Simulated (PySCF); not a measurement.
## Dipole moment and polarisability of `[SiH3][Si]([SiH3])([SiH3])[SiH3]`

Si₅H₁₂.
SMILES with atom numbers: `[SiH3:1][Si:2]([SiH3:3])([SiH3:4])[SiH3:5]` (hydrogens: H6, H7, H8 on Si1; H9, H10, H11 on Si3; H12, H13, H14 on Si4; H15, H16, H17 on Si5)

Structure used (GFN2-xTB), in Å, numbered top down from 1:
```
atom  x, y, z in Å
Si1   -0.407   -0.874   -2.139
Si2   -0.002   -0.001   -0.002
Si3   -0.012    2.341   -0.099
Si4   -1.671   -0.727    1.473
Si5    2.088   -0.738    0.762
H6    -1.701   -0.451   -2.680
H7    -0.412   -2.338   -2.155
H8     0.603   -0.455   -3.115
H9     0.243    2.956    1.206
H10   -1.293    2.877   -0.564
H11    1.008    2.868   -1.008
H12   -3.010   -0.300    1.060
H13   -1.723   -2.187    1.587
H14   -1.477   -0.215    2.831
H15    2.168   -2.198    0.850
H16    3.185   -0.317   -0.112
H17    2.406   -0.228    2.098
```

Level: CAM-B3LYP/def2-SVPD (PySCF), static field, nuclei fixed, core orbitals frozen in the response. The polarisability tensor in these axes (au):

```
x   150.77   0.01   0.01
y     0.01 150.78   0.01
z     0.01   0.01 150.84
```

Question: Give the principal values, the mean and the anisotropy Δα = √{½[(α1 − α2)² + (α2 − α3)² + (α1 − α3)²]}.

Answer: Principal values 150.76, 150.78 and 150.84 au; mean 150.79 au = 22.35 Å³ = 24.86 × 10⁻⁴⁰ C²·m²/J; Δα = 0.07 au (0 % of the mean). Point group Td makes the tensor isotropic, so any spread comes from the grid or from a geometry that is symmetric only within 0.08 Å.

Question: What is the dipole moment?

Answer: 0.01 D; point group Td allows none, and the residue is numerical.

Question: What would n − 1 = 2πNα be for an ideal gas of these molecules at 298.15 K and 1 atm, electronic part alone?

Answer: N = p/kT = 2.4615 × 10¹⁹ cm⁻³, so n − 1 = 2π × N × 22.35 × 10⁻²⁴ cm³ = 3456 × 10⁻⁶ at long wavelengths.

Question: Estimate the molar refractivity from the static electronic polarisability.

Answer: Lorentz–Lorenz: R = (4π/3)N_A α = 2.5225 cm³/(mol·Å³) × 22.35 Å³ = 56.4 cm³/mol, in the limit of long wavelengths.

Question: Find the Langevin capture rate constant for O2+ (31.990 u) meeting this molecule (151.979 u), k = 2.342 × 10⁻⁹ cm³/s × √(α in Å³ / reduced mass in u).

Answer: The reduced mass is 26.43 u, so k = 2.15 × 10⁻⁹ cm³/s.

Question: In TDDFT the mean static polarisability is Σ f/ω² over all singlet excitations (ω in hartree). How much of it do the 8 lowest give? Their energies (eV) and oscillator strengths: 6.79, 0.0000; 6.79, 0.0000; 6.79, 0.0000; 6.97, 0.0000; 6.97, 0.0000; 7.01, 0.0117; 7.01, 0.0120; 7.01, 0.0117.

Answer: They add up to 0.53 au, 0.4 % of the 150.79 au; the largest single term is 0.18 au, from the state at 7.01 eV. Terms in order: 0.00, 0.00, 0.00, 0.00, 0.00, 0.18, 0.18, 0.18 au. Higher excitations give the rest. The strengths listed sum to 0.035.

Isolated species at its GFN2-xTB geometry, gas phase.
